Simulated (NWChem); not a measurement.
Molecule: MgClF; SMILES [Mg]([F])[Cl]

```xyz
3

Mg    -0.0026     0.5478     0.0000
F     -0.0161     2.2993     0.0000
Cl     0.0141    -1.6433     0.0000
```
Atoms are numbered in this order, from 1.

Computed with NWChem. Geometry: optimised at PBE0/def2-SVP. GIAO values for the isolated, static molecule; σ is the absolute isotropic shielding, δ = σ(reference) − σ with the isolated reference molecule computed at the same levels (19F: trichlorofluoromethane).

### Question
Predict the results for PBE/pcSseg-1. Quantities: σ Mg1 (ppm); δ F2 (ppm); σ Cl3 (ppm).

### Answer
```json
{
 "σ Mg1 (ppm)": "511.0",
 "δ F2 (ppm)": "-254.2",
 "σ Cl3 (ppm)": "1104.9"
}
```
